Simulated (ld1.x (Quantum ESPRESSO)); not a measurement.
## What one change does to a pseudopotential (Zn (Z = 30), PAW)

- Element: Zn
- Generator: ld1.x (Quantum ESPRESSO) 7.5
- Type: PAW
- Functional: PBEsol
- Relativity: scalar-relativistic
- Frozen core: [Ne]
- Valence charge: 20
- Reference configuration: 3s2 3p6 3d10 4s2 4p0
- Partial waves: 3s (bound): rcut 0.90, rcutus 1.15 bohr; 4s (bound): rcut 0.90, rcutus 1.15 bohr; 3p (bound): rcut 1.30, rcutus 1.45 bohr; 4p (bound, empty): rcut 1.30, rcutus 1.45 bohr; 3d (bound): rcut 0.70, rcutus 0.75 bohr; 3d channel at 1.6 Ry: rcut 0.70, rcutus 0.75 bohr
- Local potential: all-electron potential smoothed inside 1.30 bohr (lloc = -1)
- Core correction: Bessel-smoothed model core, default radius (core density twice the valence density)
- Augmentation charge: BESSEL, radius 0.80 bohr

All-electron outer shells of the reference configuration (PBEsol, scalar-relativistic, ld1.x):

| shell | level (eV) | outermost node (bohr) | outermost maximum (bohr) |
| --- | --- | --- | --- |
| 2s | -1157.28 | 0.07 | 0.19 |
| 2p | -1003.46 | – | 0.15 |
| 3s | -128.92 | 0.28 | 0.59 |
| 3p | -83.26 | 0.25 | 0.59 |
| 3d | -10.17 | – | 0.56 |
| 4s | -6.00 | 0.85 | 2.09 |
| 4p | -1.07 | 0.92 | 3.04 |

Change: all radii but the core radius scaled by about 1.34 (s 1.54, p 1.94, d 1.00 bohr, rcut 1.20/1.74/0.94); local potential all-electron potential smoothed inside 1.74 bohr (lloc = -1); augmentation BESSEL, radius 1.06 bohr.

Cutoffs: the cutoffs (Ry, on a coarse ladder) from which the occupation-weighted sum of valence levels, in a spherical-Bessel basis at the reference potential, stays within 10 and 1 mRy of its value at 400 Ry; they do not see the model core or the augmentation charge, which bear on the density cutoff. Errors are all-electron minus pseudo energies relative to the spin-unpolarised reference configuration.

Predict the effect on cutoff, ghosts and configuration errors.

The number of tests with a reliable result goes from 7 to 1 (the test run of the changed file stopped, so its transferability is not established); neither file shows a bound ghost.

```csv
quantity,base,changed
"cutoff, loose",260 Ry,160 Ry
"cutoff, tight",over 300 Ry,260 Ry
loose cutoff by channel (10 mRy a level),"s 55 Ry, p 35 Ry, d 160 Ry","s 40 Ry, p 18 Ry, d 100 Ry"
bound ghosts,none,none
tests with a reliable result,7 of 7,1 of 7 (the test run stopped)
"error for 3s2 3p6 3d10 4s1 4p0, meV [ΔE 9.90 eV]",-1.0,+0.9
lowest overlap eigenvalue by channel,"s 0.14, p 0.09, d 0.99","s 0.12, p 0.81, d 1.00"
```
